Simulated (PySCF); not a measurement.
CHS2, SMILES S=C=[SH+], charge +1. Heavy atoms are numbered as in [S:1]=[C:2]=[SH+:3]. Hydrogens are named by the atom that carries them.

Geometry: B3LYP-D3(BJ)/def2-TZVP. The isomer is the one that the SMILES or the coordinates give; other isomers of the formula were not compared.

Level of theory: KT2/pcSseg-2 (PySCF).

GIAO shieldings, no solvent; atoms alike by connectivity are averaged. δ = σ(ref) − σ: ³³S against H2S (σ = 720.7 ppm); ¹³C against TMS (σ = 184.2 ppm); ¹H against TMS (σ = 31.47 ppm), references at their B3LYP-D3(BJ)/def2-TZVP geometries, non-relativistic.

```tsv
nucleus	atoms	count	δ (ppm)
³³S	S1	1	457.3
³³S	S3 (SH)	1	227.8
¹³C	C2	1	198.8
¹H	H on S3	1	6.67
```
